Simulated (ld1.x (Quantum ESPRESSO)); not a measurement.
**What one change does to a pseudopotential (arsenic (As), RRKJ)**

arsenic (As), norm-conserving RRKJ (Kleinman–Bylander form), made with ld1.x (Quantum ESPRESSO) 7.5 (LDA (PZ), scalar-relativistic). Core [Ar] 3d10, reference 4s1.5 4p3.5. Waves: 4p (bound): rc 2.15 bohr; 4d channel at -0.05 Ry: rc 1.95 bohr; 4s (bound): rc 1.35 bohr. Local part: the s channel. Core correction: a·sin(br)/r model core inside 1.00 bohr.

Change: all radii but the core radius scaled by about 1.28 (s 1.72, p 2.74, d 2.50 bohr).

Cutoffs: the cutoffs (Ry, on a coarse ladder) from which the occupation-weighted sum of valence levels, in a spherical-Bessel basis at the reference potential, stays within 10 and 1 mRy of its value at 400 Ry; they do not see the model core or the augmentation charge, which bear on the density cutoff. Errors are all-electron minus pseudo energies relative to the spin-unpolarised reference configuration.

Question: What does the change do?

Answer: The potential gets softer (35 Ry and 80 Ry → 30 Ry and 45 Ry); the bound ghosts move from d to p; of the 9 tests that both files solve, the error grows in 4 and shrinks in 5 by more than 15 % and 0.3 meV (median size 6.9 → 9.5 meV). A larger radius leaves more room for a smooth pseudo-wave, so fewer plane waves are needed.

```tsv
quantity	base	changed
cutoff, loose	35 Ry	30 Ry
cutoff, tight	80 Ry	45 Ry
loose cutoff by channel (10 mRy a level)	p 18 Ry, s 35 Ry	p 6 Ry, s 18 Ry
bound ghosts	d	p
error for 4s2 4p3, meV [ΔE -4.71 eV]	-2.7	-0.4
error for 4s2 4p2, meV [ΔE 4.62 eV]	-3.2	-1.8
error for 4s2 4p1, meV [ΔE 22.78 eV]	-12	-23
error for 4s1 4p0, meV [ΔE 101.93 eV]	-225	-370
error for 4s0 4p5, meV [ΔE 14.50 eV]	-32	-9.5
error for 4s2 4p2.5, meV [ΔE -1.07 eV]	-2.5	-0.1
error for 4s2 4p3.3, meV [ΔE -5.99 eV]	-3.0	-0.9
error for 4s1.5 4p3.5 (spin-polarised), meV [ΔE -1.38 eV]	+8.4	-14
error for 4s2 4p3 (spin-polarised), meV [ΔE -6.03 eV]	+6.9	-14
```

 A true bound ghost makes a file unfit for plane-wave use even where its test errors are small: the radial tests pick states by their node count and pass the ghost by.
